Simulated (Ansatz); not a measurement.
Born–Oppenheimer molecular dynamics of FH9O3Si4 (17 atoms, charge 0, multiplicity 1). It starts from a relaxed structure.

Theory: RKS B3LYP-D4/STO-3G (Ansatz 0.2.0).

| Quantity | Value |
| --- | --- |
| ensemble | NVT, Langevin thermostat |
| time step | 0.5 fs |
| steps asked | 150 |
| set temperature | 300 K |
| friction | 0.001 /fs |
| temperature schedule | 37 steps to 300 K, then 113 steps to 75 K |
| seed | 625048 |

First frame:

```xyz
17
Properties=species:S:1:pos:R:3
Si -0.069 -0.091 0.500
F 0.243 0.077 2.087
O 1.306 0.186 -0.404
Si 1.931 -1.086 -1.338
H 1.020 -1.501 -2.387
H 3.130 -0.562 -1.953
H 2.289 -2.246 -0.546
O -1.256 1.041 0.182
Si -1.848 1.213 -1.397
H -2.590 0.037 -1.812
H -2.737 2.352 -1.387
H -0.792 1.436 -2.365
O -0.516 -1.656 0.112
Si -1.696 -2.503 0.978
H -1.225 -2.867 2.301
H -2.915 -1.731 1.131
H -1.983 -3.705 0.229
```

(1) What does the run give?

(2) What happens to the structure?

(3) How do temperature and energy run in time?

Results:

(1) The run went to its last step.

- steps done: 150
- time covered: 75 fs
- mean temperature over the second half: 158 K
- spread of the potential energy over the second half: 3.5 meV per atom
- mean potential energy of the second half above the start: 14.3 meV per atom

The schedule's set-point averaged 150 K over the second half and the system 158 K. A run of 0.075 ps of so small a system gives no equilibrium averages. Limits of this set-up: minimal basis.

(2) The same pairs are bonded in the first frame and the last. Pairs count as bonded within 1.25 times the sum of covalent radii (0.12 Å more for H–H). Another seed would give other details.

(3) 
```
time (fs)  T (K)  potential energy less start (eV)
        0    282                             0.000
        6    173                             0.235
       12    163                             0.234
       18    182                             0.187
       24    135                             0.299
       30    158                             0.250
       36    111                             0.358
       42    164                             0.248
       48    176                             0.211
       54    118                             0.334
       60    177                             0.189
       66    134                             0.286
       72    132                             0.287
```

Time of the run: 14 min on 1 thread of Arm Neoverse V2, on a shared host, peak memory 0.2 GiB.
